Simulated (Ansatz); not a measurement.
CH₈GeSi₂, SMILES `[SiH3][GeH]1[CH2][SiH2]1`, charge 0, multiplicity 1.

(1) Give a relaxed structure at PBE0-D4/def2-TZVP (Ansatz 0.2.0). (Estimate.)

Results:

(1) Computed: 
```xyz
12

Si   -0.745    1.968   -0.788
Ge    0.728    0.153   -0.491
C     0.542   -0.771    1.296
Si   -0.052   -1.964   -0.019
H    -0.936    2.266   -2.231
H    -0.249    3.195   -0.108
H    -2.050    1.579   -0.192
H     2.194    0.321   -0.908
H    -0.193   -0.343    1.972
H     1.479   -0.991    1.802
H    -1.504   -2.257   -0.058
H     0.786   -3.158   -0.275
```
This is one stationary point; other conformers may exist.
